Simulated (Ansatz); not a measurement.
**Relative stability**

The two ends of one reaction step of SiNH5BrF, closed shell (PBE0-D4/def2-TZVP).

A:

```xyz
9
angstrom
Si -1.0569 -0.2614 -0.0361
F -0.3776 -0.2269 -1.5057
H -1.9563 -1.4341 -0.0457
H -1.7466 1.0385 0.0948
N 0.0589 -0.4359 1.2230
H 1.4373 0.7628 -1.5694
Br 2.5285 1.5688 -1.1248
H 0.4492 -1.3322 1.4631
H 0.6637 0.3203 1.5008
```

B:

Si1  (-0.864, 0.605, -0.004)
F2  (1.638, -1.456, -1.121)
H3  (-1.661, -0.132, -1.004)
H4  (-1.599, 1.699, 0.661)
N5  (-0.242, -0.457, 1.159)
H6  (1.600, -0.544, -1.317)
Br7  (0.730, 1.649, -1.248)
H8  (0.272, -1.269, 0.848)
H9  (0.127, -0.096, 2.025)
(Å)

Ansatz 0.2.0; basis: def2-TZVPP; cores frozen in the correlated methods. Filled d shells of the heavier atoms are correlated. The def2 sets are not built for correlating such inner shells, so the correlated values are less sure here. B3LYP uses VWN-RPA correlation.

Problem. Which structure is lower at CCSD(T), and by how much? (An estimate is asked for; the value comes from the calculation.)

Solution. Computed: A, by 9.83 kcal/mol (electronic energy, against the other). By their contacts, A is a complex of SiNH₄F ([NH2][SiH2][F]) + HBr and B is a complex of SiNH₄Br ([NH2][SiH2][Br]) + HF.

All methods give the same order:

```csv
method,E(B) − E(A) (kcal/mol)
SPW92,6.15
PBE-D4,6.08
BLYP-D4,9.33
r2SCAN-D4,8.50
B97M-V,10.82
PBE0-D4,6.52
B3LYP-D4,9.60
r2SCAN0-D4,8.24
BHLYP-D4,10.38
CAM-B3LYP-D4,11.27
wB97X-V,9.37
wB97M-V,8.95
B2PLYP,10.26
PBE-QIDH,7.67
RPA on PBE,10.99
HF,13.15
MP2,8.60
CCSD,10.50
CCSD(T),9.83
```

T1 diagnostic: at most 0.009.

Labels in which every atom is bracketed show which atoms are joined, not bond orders.

For scale, one of the runs: CCSD(T)/def2-TZVPP, 222 basis functions, launched by `ansatz run in.yaml --threads 4 --pin off --events-out ev --progress --plain --max-ram 9574MiB`. The run took 120 s on 4 CPU threads of an Arm Neoverse V1 (shared host), with 3.6 GiB of host memory at its peak.
